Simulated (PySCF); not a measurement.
SMILES CC(C)c1cccs1 (C7H10S), GFN2-xTB optimised geometry.

```
18

C     -2.04    -1.80     1.28
C     -1.18    -1.80     0.00
C     -2.08    -1.78    -1.24
C     -0.25    -0.63     0.00
C      1.10    -0.63     0.00
C      1.67     0.67     0.00
C      0.72     1.64     0.00
S     -0.87     0.99     0.00
H     -1.40    -1.81     2.16
H     -2.66    -0.91     1.31
H     -2.68    -2.68     1.30
H     -0.57    -2.71    -0.01
H     -2.70    -0.89    -1.24
H     -2.72    -2.65    -1.25
H     -1.47    -1.79    -2.14
H      1.69    -1.53     0.00
H      2.72     0.86     0.00
H      0.86     2.71     0.00
```

Density from PBE/def2-SVP run with PySCF 2.14.0 at that geometry.

Minimum of the electron density along straight lines between bonded atoms, close to the bond critical point (lines longer than 1.1 times the sum of covalent radii, or with two minima, are not listed):

| bond | length / Å | ρ at the minimum / e bohr⁻³ | ∇²ρ there / e bohr⁻⁵ | position (fraction from the first atom) |
|---|---|---|---|---|
| C1–C2 | 1.530 | 0.239 | -0.52 | 0.50 |
| C2–C3 | 1.530 | 0.239 | -0.52 | 0.50 |
| C2–C4 | 1.495 | 0.255 | -0.57 | 0.48 |
| C4–C5 | 1.359 | 0.320 | -0.78 | 0.51 |
| C5–C6 | 1.415 | 0.291 | -0.69 | 0.50 |
| C6–C7 | 1.355 | 0.322 | -0.79 | 0.49 |
| C4–S8 | 1.736 | 0.208 | -0.40 | 0.46 |
| C7–S8 | 1.720 | 0.213 | -0.44 | 0.47 |
| C1–H9 | 1.088 | 0.275 | -1.00 | 0.63 |
| C1–H10 | 1.088 | 0.274 | -0.99 | 0.63 |
| C1–H11 | 1.087 | 0.274 | -0.99 | 0.63 |
| C2–H12 | 1.096 | 0.273 | -0.97 | 0.62 |
| C3–H13 | 1.088 | 0.274 | -0.99 | 0.63 |
| C3–H14 | 1.088 | 0.274 | -0.99 | 0.63 |
| C3–H15 | 1.088 | 0.275 | -1.00 | 0.63 |
| C5–H16 | 1.076 | 0.280 | -1.05 | 0.63 |
| C6–H17 | 1.076 | 0.281 | -1.06 | 0.63 |
| C7–H18 | 1.072 | 0.283 | -1.08 | 0.64 |
